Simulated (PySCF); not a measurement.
# NaHg: one state, many levels of theory

State: ²Σ⁺ (doublet), unpaired electrons σ ↑. Set-up: Na def2-SVP, Hg def2-SVP with ECP60; scalar-relativistic core potentials (PySCF 2.14). De refers to Na + Hg in their ground configurations, without counterpoise correction. The functionals are run spin-unrestricted. A positive dipole means Na(−)Hg(+). Levels whose curve was spin-contaminated or gave no clean fit are not listed.

```tsv
Level	Re (Å)	ωe (cm⁻¹)	De (eV)	μ (D)	CPU s a point (SCF and correlation, without the integrals)
UHF-MP2	3.791	35.2	0.038	n/a	0.22
UHF-SCS-MP2	4.039	23.4	0.022	n/a	n/a
UHF-CCSD	3.824	33.4	0.035	n/a	n/a
UHF-CCSD(T)	3.767	37.1	0.042	n/a	17
PBE	3.492	58.7	0.098	-0.37	0.5
BLYP	3.554	51.4	0.056	-0.39	0.33
BP86	3.505	57.9	0.085	-0.49	0.34
r²SCAN	3.452	59.7	0.115	-0.45	0.73
PBE0	3.578	51.1	0.071	-0.26	0.78
M06-2X	3.467	70.3	0.104	-0.35	0.84
CAM-B3LYP	3.608	43.7	0.045	-0.22	0.77
```

Q: Which functional lies closest to UHF-CCSD(T) in De, which farthest, and by how much do they differ from it?

A: Closest is CAM-B3LYP (-15.9 pm in Re, +17.8 % in ωe, +0.00 eV in De against UHF-CCSD(T) in the same basis), farthest r²SCAN (-31.5 pm in Re, +60.9 % in ωe, +0.07 eV in De). CCSD(T) converges more slowly with the basis than the functionals do and binds too weakly in this one, so the order can change at the basis-set limit.

Q: What does a quarter of exact exchange do here, going from PBE to PBE0?

A: PBE0 less PBE: +8.6 pm in Re, -12.9 % in ωe, -0.03 eV in De. Exact exchange removes part of the self-interaction that spreads semilocal densities, and in most molecules shortens and stiffens the bond and lowers De; here Re and ωe go the other way.

Correlated steps freeze 1 core orbital. The bond is weak. Basis-set superposition, not corrected here, can be much of De in a small basis, most of all at correlated wavefunction levels. Functionals without a dispersion term scatter widely for such bonds, and LDA overbinds them. Spin–orbit coupling is left out. The state was picked by a PBE0 search and need not be the measured ground state.

The whole job (state search and all levels along the bond) took about 3.6 min on 1 thread of Arm Neoverse V1 (shared host), peak memory 0.57 GiB.
